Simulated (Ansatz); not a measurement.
Geometry optimisation, RKS PBE/def2-SVP (Ansatz 0.2.0).

Input:

```yaml
crystal:
  periodic: [false, false, false]
  atoms:
    - { symbol: C, position_ang: [-0.4074, 1.2173, 1.5639] }
    - { symbol: C, position_ang: [0.8156, 0.4529, 1.3488] }
    - { symbol: Al, position_ang: [0.4509, -1.2268, 0.3052] }
    - { symbol: C, position_ang: [-0.0223, -1.1626, -1.5964] }
    - { symbol: "N", position_ang: [-0.2391, 0.1982, -2.0597] }
    - { symbol: H, position_ang: [-0.868, 1.6047, 0.5737] }
    - { symbol: H, position_ang: [-0.2035, 2.1669, 2.162] }
    - { symbol: H, position_ang: [-1.1771, 0.6725, 2.0825] }
    - { symbol: H, position_ang: [1.5709, 1.0837, 0.8436] }
    - { symbol: H, position_ang: [1.2414, 0.179, 2.3627] }
    - { symbol: H, position_ang: [0.7543, -2.6387, 1.0326] }
    - { symbol: H, position_ang: [-1.0386, -1.7124, -1.6886] }
    - { symbol: H, position_ang: [0.6351, -1.6571, -2.2121] }
    - { symbol: H, position_ang: [-0.4091, 0.1992, -3.0604] }
    - { symbol: H, position_ang: [-1.1251, 0.5725, -1.6284] }
basis:
  gaussian: { orbitals: def2-SVP }
hamiltonian:
  xc: pbe
relax:
  f_tol: 0.015
  max_steps: 40
output:
  orbitals: {}
```

Command:

```bash
$ ansatz run input.yaml --threads 2 --pin off --max-ram 3072MiB --backend cpu --events-out ev --progress --plain --runs-dir out
```

Where does it end, and by what steps?

It converged. The force dipped under the threshold on the way, but the program's further checks kept it going. After 21 steps the energy has fallen by 0.592 eV; H9 moved furthest, 0.86 Å.

```tsv
step	energy less start (eV)	largest force component (eV/Å)	accepted
0	0.0000	3.997	yes
1	-0.4666	1.119	yes
2	-0.5303	0.290	yes
3	-0.5228	0.349	no
4	-0.5444	0.085	yes
5	-0.5456	0.043	yes
6	-0.5467	0.045	yes
7	-0.5482	0.190	yes
8	-0.5533	0.144	yes
9	-0.5654	0.120	yes
10	-0.5645	0.395	no
11	-0.5727	0.120	yes
12	-0.5800	0.098	yes
13	-0.5819	0.195	yes
14	-0.5874	0.092	yes
15	-0.5887	0.079	yes
16	-0.5908	0.033	yes
17	-0.5909	0.075	yes
18	-0.5918	0.026	yes
19	-0.5920	0.010	yes
20	-0.5921	0.007	yes
21	-0.5921	0.008	yes
```

```xyz
15
Properties=species:S:1:pos:R:3
C -0.267 1.450 1.311
C 0.685 0.268 1.557
Al 0.673 -1.235 0.268
C -0.119 -1.134 -1.554
N -0.643 0.190 -1.915
H -0.168 1.843 0.279
H -0.092 2.293 2.014
H -1.330 1.150 1.437
H 1.745 0.624 1.551
H 0.558 -0.146 2.584
H 1.417 -2.609 0.659
H -0.800 -2.009 -1.746
H 0.768 -1.356 -2.199
H -0.992 0.199 -2.884
H -1.458 0.421 -1.332
```

The run took 29 s on 2 threads of Intel(R) Xeon(R) 6975P-C (Granite Rapids), with other jobs on the host, peak memory 0.17 GiB.
